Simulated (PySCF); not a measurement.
GeH₄. Atoms are numbered in the order given.

```xyz
5

Ge     0.0000     0.0000     0.0000
H      0.8845    -0.8845    -0.8845
H     -0.8845    -0.8845     0.8845
H     -0.8845     0.8845    -0.8845
H      0.8845     0.8845     0.8845
```

Coordinates come from a ωB97X-D3(BJ)/def2-TZVPD optimisation. The isomer is the one that the SMILES or the coordinates give; other isomers of the formula were not compared.

All values below come from M06-2X/def2-TZVPD run with PySCF.

The molecule is in vacuum.

```
Item                                                                                                            Value
---------------------------------------------------------------------------------------------  ----------------------
total energy                                                                                      -2079.37567 hartree
point group                                                                                                        Td
highest occupied level                                                                                      -10.82 eV
lowest empty level                                                                                            0.68 eV
orbital gap                                                                                                  11.50 eV
dipole moment                                                                                                  0.00 D
quadrupole, principal values (traceless, Buckingham form, about the centre of nuclear charge)    0.00, 0.00, 0.00 D·Å
mean static polarisability                                                                       34.9 bohr³ (5.17 Å³)
polarisability, principal values                                                               34.9, 34.9, 34.9 bohr³
```
